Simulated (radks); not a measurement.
Values are calculated unless marked as measured or tabulated.
Neutral lutetium inside a hard spherical wall (all orbitals vanish at R), configuration held at [Xe] 4f14 5d1 6s2 and not refilled when levels cross. Level of theory: scalar-relativistic Kohn-Sham, LDA (Slater exchange, VWN5 correlation), spin-unpolarised, spherical densities, finite nucleus; Fermi nuclear charge, rms radius 5.37 fm (a radial shooting solver on a logarithmic mesh with Libxc functionals). Eigenvalues in eV, with the zero of energy where the potential of the charges vanishes at infinity; a dash marks a level that is unbound or too diffuse for the functional's potential to be trusted. A positive occupied level is held by the wall or, in an anion where self-interaction has pushed it up, behind a barrier. The pressure on the wall is -dE/dV.

\begin{tabular}{lrrrrrrrrr}
R (bohr) & E (hartree) & kinetic (hartree) & e(5p) & e(4f) & e(6s) & e(5d) & e(6p, empty) & e(7s, empty) & pressure (GPa) \\ \hline
free & -14552.6859 & 15892.665 & -31.794 & -9.819 & -4.799 & -1.918 & -1.395 & -0.119 & 0 \\
10 & -14552.6844 & 15892.678 & -31.663 & -9.686 & -4.708 & -1.803 & -1.153 & 1.976 & 0.0340 \\
6 & -14552.6024 & 15893.110 & -29.571 & -7.543 & -2.680 & 0.176 & 2.398 & 14.535 & 5.57 \\
4 & -14551.9503 & 15895.609 & -24.041 & -1.506 & 7.408 & 6.851 & 17.423 & 54.842 & 130 \\
3.5 & -14551.2949 & 15898.051 & -20.738 & 2.317 & 15.897 & 11.447 & 29.057 & 82.592 & 358 \\
3 & -14549.8220 & 15903.548 & -14.850 & 9.141 & 32.804 & 19.838 & 50.853 & 131.22 & 1160 \\
1.5 & -14490.8717 & 16092.099 & 127.14 & 124.07 & 429.81 & 201.86 & 488.77 & 954.40 & 177000 \\
\end{tabular}
